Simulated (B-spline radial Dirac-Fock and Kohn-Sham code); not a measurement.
# K-line shifts caused by a second vacancy in V⁵⁺

System: the V⁵⁺ ion, [Ne] 3s2 3p6, inside a Watson sphere of charge -5 and radius 2 Å (a model of the Madelung potential; inside it an electron's potential energy is raised by 36.0 eV).

Input file task.json (cfg lists n, l and occupation; rrms is the nuclear radius in fm):

```json
{"items": [{
  "Z": 23,
  "q": 5,
  "cfg": [[1, 0, 2], [2, 0, 2], [2, 1, 6], [3, 0, 2], [3, 1, 6]],
  "A": 51,
  "rrms": 3.6002,
  "watson": [-5, 2.0],
  "do": ["binding", "quiet", "double"]
}]}
```

Launch: `python xray_run.py task.json out`

The computed values come from an atomic code on a B-spline grid: Dirac-Fock energy differences between relaxed states, corrected for Breit and QED terms. Each two-hole energy is an average over J within one jj subconfiguration, not an observable level; in light atoms, where LS coupling holds, the j-resolved values are not observed lines, and for a K spectator the Kα1 hypersatellite is nearly forbidden. Electron correlation is not included.

Lines without a spectator: Kα2 (K-L2) 4941.5 eV, Kα1 (K-L3) 4948.5 eV, Kβ3 (K-M2) 5436.7 eV, Kβ1 (K-M3) 5437.7 eV. Shifts in eV with one spectator hole (a dash: not computed, or left out as unreliable):

```tsv
spectator hole	Kα2	Kα1	Kβ3	Kβ1
K (1s)	+238.5	+239.8	+300.5	+300.8
L2 (2p1/2)	+20.89	+25.68	–	+64.2
L3 (2p3/2)	+24.31	+23.16	+62.7	–
M2 (3p1/2)	–	+2.05	+7.69	+9.15
M3 (3p3/2)	+1.91	–	+8.89	+8.49
```

With n spectator holes in 2p, averaged over the 2p shell (energies in eV):

```
n    KαLⁿ   step  hypersatellite KαʰLⁿ
0  4946.1      –                5185.5
1  4970.1  +24.0                5210.9
2  4995.5  +25.4                5237.7
3  5022.3  +26.8                5265.8
4  5050.4  +28.2                5295.3
5  5080.0  +29.5                5326.1
```
